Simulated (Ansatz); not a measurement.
Two members of one family (Series SiH3X), computed with Ansatz in the gas phase. The two geometries come from different levels. Binding counts from free atoms in the multiplicity of their measured ground term, without zero-point energy. A dash marks a value that wasn't run or was left out as unsound. The structures are stationary points that may keep the symmetry of their start. Remarks come from the PBE and PBE0 runs and from stability tests at other levels; not every state was tested. HOMO above LUMO (over both spins in singlets and doublets, within one spin in higher multiplets; at PBE or PBE0), or a gap under 0.15 eV within one spin, warns that the state may not be the lowest or that an electron is smeared out.

First: Si(NCO)H3 (singlet, charge 0, r2SCAN-D4/def2-TZVP geometry).

Cartesian coordinates in Å:
```
Si 0.8291 0.0317 0.6136
N -0.5173 -0.0288 -0.4313
C -1.4951 -0.0591 -1.1150
O -2.4489 -0.0905 -1.7906
H 0.9300 1.3901 1.1948
H 2.0515 -0.2767 -0.1630
H 0.6506 -0.9668 1.6915
```

```json
{"level": "PBE-D4/def2-SVP", "HOMO (eV)": "-7.15", "LUMO (eV)": "-0.22", "gap (eV)": "6.93", "vertical IE (eV)": "–", "binding per atom (eV)": "4.29"}
{"level": "r2SCAN-D4/def2-TZVP", "HOMO (eV)": "-7.66", "LUMO (eV)": "-0.23", "gap (eV)": "7.43", "vertical IE (eV)": "10.74", "binding per atom (eV)": "4.14"}
{"level": "r2SCANh-D4/def2-TZVP", "HOMO (eV)": "-8.17", "LUMO (eV)": "0.03", "gap (eV)": "8.20", "vertical IE (eV)": "–", "binding per atom (eV)": "4.09"}
{"level": "B3LYP-D4/6-31G", "HOMO (eV)": "-8.11", "LUMO (eV)": "0.26", "gap (eV)": "8.37", "vertical IE (eV)": "–", "binding per atom (eV)": "3.71"}
{"level": "PBE0-D4/def2-TZVP", "HOMO (eV)": "-8.71", "LUMO (eV)": "0.11", "gap (eV)": "8.82", "vertical IE (eV)": "10.93", "binding per atom (eV)": "4.13"}
```

Remarks: gap within one spin near zero at PBE or PBE0 (+1 doublet).

Second: Si(SiH3)H3 (singlet, charge 0, PBE-D4/def2-TZVP geometry).

```
atom   x (Å)   y (Å)   z (Å)
 Si1  -0.351   0.770  -0.812
 Si2   0.352  -0.770   0.812
  H3  -0.783  -1.661   1.210
  H4   0.843  -0.053   2.030
  H5   1.461  -1.620   0.279
  H6  -1.478   1.603  -0.288
  H7  -0.819   0.053  -2.040
  H8   0.776   1.678  -1.191
```

What does the change do? Estimate second minus first.


```tsv
level	Δ HOMO (eV)	Δ LUMO (eV)	Δ gap (eV)	Δ vertical IE (eV)	Δ binding per atom (eV)
PBE-D4/def2-SVP	-0.15	-0.15	0.00	–	-1.47
r2SCAN-D4/def2-TZVP	0.12	-0.09	-0.21	-0.28	-1.26
r2SCANh-D4/def2-TZVP	0.23	-0.06	-0.28	–	-1.21
B3LYP-D4/6-31G	-0.14	0.28	0.42	–	-1.01
PBE0-D4/def2-TZVP	0.32	0.16	-0.17	-0.41	-1.28
```
